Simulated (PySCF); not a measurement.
## Electron correlation in Sb (antimony, neutral)

[Kr] 4d10 5s2 5p3, high-spin 4S determinant. Computed with PySCF 2.14 in aug-cc-pVTZ-PP with ECP28MDF (6s5p4d2f, 55 functions), with a scalar-relativistic core potential. Frozen: 4s2 4p6 4d10; 5 electrons correlated.

```json
{"level": "CCSD", "correlation energy (mhartree)": "-73.80"}
{"level": "(T)", "correlation energy (mhartree)": "-2.61"}
{"level": "CCSD(T)", "correlation energy (mhartree)": "-76.41"}
```

Diagnostics: T1 = 0.0035, D1 = 0.0093, largest double amplitude 0.036.

Is a single reference adequate?

Yes, within this model without spin-orbit coupling: T1 lies below 0.03 and no double amplitude reaches 0.07.
